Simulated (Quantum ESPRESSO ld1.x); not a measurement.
All-electron atom: the gadolinium ion Gd+ in [Xe] 4f7 5d1 6s1. Method: scalar-relativistic Kohn-Sham, LDA (Slater exchange, Perdew-Wang correlation), spin-polarised, spherical densities, point nucleus; open shells are filled with parallel spins first; computed with ld1.x of Quantum ESPRESSO 7.5. Some entries of the table are withheld. Estimate them.

orbital  occ.  eigenvalue (eV)  <r> (bohr)  r(max) (bohr)
1s up       1         -50062.9     0.02192          0.014
1s down     1         -50062.9     0.02192          0.014
2s up       1         -8271.61     0.09334          0.079
2s down     1         -8271.47     0.09334          0.079
2p up       3         -7364.55     0.08239          0.064
2p down     3         -7364.44     0.08239          0.064
3s up       1         -1838.54      0.2448          0.224
3s down     1         -1835.80      0.2446          0.224
3p up       3         -1557.54      0.2433          0.221
3p down     3         -1554.83      0.2431          0.221
3d up       5         -1185.54      0.2214          0.181
3d down     5         -1183.40      0.2211          0.179
4s up       1         -376.700      0.5532          0.515
4s down     1         -370.653      0.5533          0.515
4p up       3         -284.018      0.5856          0.536
4p down     3         -278.034      0.5858          0.536
4d up       5         -155.782      0.6362          0.558
4d down     5         -149.910      0.6374          0.558
5s up       1         -57.3895       1.325           1.19
5s down     1         -54.0641       1.343           1.20
5p up       3         -34.6590       1.550           1.35
5p down     3         -31.9512       1.577           1.37
4f up       7         -16.9838      0.8529          0.567
4f down     0         -11.7310      0.8956          0.567
6s up       1         -10.0018       3.565            (1)
5d up       1          -9.2105       2.515           1.91
6s down     0          -8.5706       3.723            (2)
5d down     0          -7.4744       2.639           1.98
6p up       0          -6.2033       4.477           3.96
6p down     0          -5.1531       4.846           4.23
7s up       0          -2.8969       8.008           7.46
7s down     0          -2.6257       8.578           7.95

Answer. 
(1) 6s up r(max) (bohr): 3.17
(2) 6s down r(max) (bohr): 3.25
